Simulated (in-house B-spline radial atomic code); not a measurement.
Excitations of Mn7+ by several methods

Full response, energies in eV; labels give the largest channel, * marks a mixed state, a dash one above the method's threshold, and an imaginary frequency an unstable closed-shell reference. Computed with an all-electron radial atomic-structure program (B-spline basis): linear response of the closed shell [Ne] 3s2 3p6 with each method's own kernel (bare exchange for TDHF, static screening on G0W0 levels for BSE, the adiabatic kernel for functionals); scalar-relativistic (spin-free one-electron X2C), finite nucleus, no spin-orbit coupling, no double excitations, S, P, D and F terms only. Only terms of natural parity with L up to 3 were computed.

```csv
method,3p → 3d 3P,3p → 3d 3F,3p → 3d 1F,α (bohr³)
TDHF,46.07,47.41,52.36,0.6271
BSE on G0W0@HF,46.91,48.40,52.87,0.6229
LDA VWN5,47.09,48.25,52.00,0.6271
PBE,47.02,47.52,51.95,0.6258
PBE0,46.90,47.64,52.21,0.6255
B3LYP (VWN-RPA),46.77,47.48,51.75,0.6266
CAM-B3LYP,?,?,?,?
LC-wPBE,47.13,47.67,52.10,0.6254
wB97X,47.31,48.15,52.12,0.623
HSE06,46.95,47.67,52.23,0.6255
BHandHLYP,?,?,?,?
BLYP,46.77,47.24,51.49,0.627
PBEsol,47.02,47.80,52.07,0.6262
BP86,47.11,47.50,51.84,0.6252
LDA exchange-only,46.51,47.85,52.02,0.6296
B97-1,47.03,47.78,51.81,0.6256
RPBE,47.04,47.49,51.95,0.6257
OLYP,46.77,47.87,52.08,0.6235
```

**Question.** What does CAM-B3LYP give?

**Answer.** 3p → 3d 3P: 46.75; 3p → 3d 3F: 47.51; 3p → 3d 1F: 51.77; α: 0.627 (eV, bohr³).

**Question.** What does BHandHLYP give?

**Answer.** 3p → 3d 3P: 46.54; 3p → 3d 3F: 47.49; 3p → 3d 1F: 51.99; α: 0.6268 (eV, bohr³).
